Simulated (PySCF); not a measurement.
Geometry:
```json
{"atom": "C1", "x (Å)": "2.276", "y (Å)": "1.164", "z (Å)": "0.333"}
{"atom": "C2", "x (Å)": "1.897", "y (Å)": "0.178", "z (Å)": "-0.774"}
{"atom": "C3", "x (Å)": "0.541", "y (Å)": "-0.302", "z (Å)": "-0.603"}
{"atom": "C4", "x (Å)": "-0.589", "y (Å)": "-0.698", "z (Å)": "-0.453"}
{"atom": "Si5", "x (Å)": "-2.324", "y (Å)": "-1.243", "z (Å)": "-0.141"}
{"atom": "P6", "x (Å)": "-3.171", "y (Å)": "-0.264", "z (Å)": "1.697"}
{"atom": "H7", "x (Å)": "2.205", "y (Å)": "0.686", "z (Å)": "1.307"}
{"atom": "H8", "x (Å)": "3.295", "y (Å)": "1.515", "z (Å)": "0.191"}
{"atom": "H9", "x (Å)": "1.608", "y (Å)": "2.023", "z (Å)": "0.322"}
{"atom": "H10", "x (Å)": "2.579", "y (Å)": "-0.678", "z (Å)": "-0.762"}
{"atom": "H11", "x (Å)": "1.978", "y (Å)": "0.663", "z (Å)": "-1.751"}
{"atom": "H12", "x (Å)": "-2.340", "y (Å)": "-2.691", "z (Å)": "0.090"}
{"atom": "H13", "x (Å)": "-3.164", "y (Å)": "-0.851", "z (Å)": "-1.276"}
{"atom": "H14", "x (Å)": "-2.736", "y (Å)": "1.007", "z (Å)": "1.371"}
{"atom": "H15", "x (Å)": "-2.059", "y (Å)": "-0.502", "z (Å)": "2.484"}
```

Computed data (PySCF 2.14.0 with density-fitted response routines): GFN2-xTB structure, NMR shieldings at PBE0/pcSseg-1/GIAO. Non-relativistic Hamiltonian, one conformer, no solvent model, fast rotation and ring inversion assumed for equivalent nuclei.

Scale: 13C (186.93 ppm) and 1H (31.72 ppm) and 29Si (349.16 ppm) vs TMS; 31P (318.38 ppm) against H3PO4 (reference shieldings calculated alike).

| atoms | nucleus | count | δ (ppm) |
| --- | --- | --- | --- |
| C3 | 13C | 1 | 122.2 |
| H10/H11 | 1H | 2 | 2.41 |
| H7/H8/H9 | 1H | 3 | ? |
| C2 | 13C | 1 | 16.8 |
| H12/H13 | 1H | 2 | 4.55 |
| Si5 | 29Si | 1 | -76.0 |
| H14/H15 | 1H | 2 | ? |
| C4 | 13C | 1 | ? |
| P6 | 31P | 1 | -278.0 |
| C1 | 13C | 1 | 16.3 |

Question: Complete the table.

Answer: 
- C4: 83.5 ppm, alkyne carbon; sp carbons lie upfield of alkene carbons because the cylindrical π system leaves one tensor component strongly shielded
- H14/H15: 1.32 ppm, hydrogen on a phosphorus bonded to Si
- H7/H8/H9: 1.23 ppm, hydrogen on a methyl carbon

Shifts are as computed. Against solution values, carbons near 30 ppm lie about +3 ppm off and those near 130 ppm about +5 ppm. Of 1211 compounds with measured shifts, 218 miss one by over three times the rms of a fit or turn the order of signals round; such compounds aren't used in these exercises. Experimental scales use liquid or dissolved standards, which lie at an offset from isolated H3PO4.
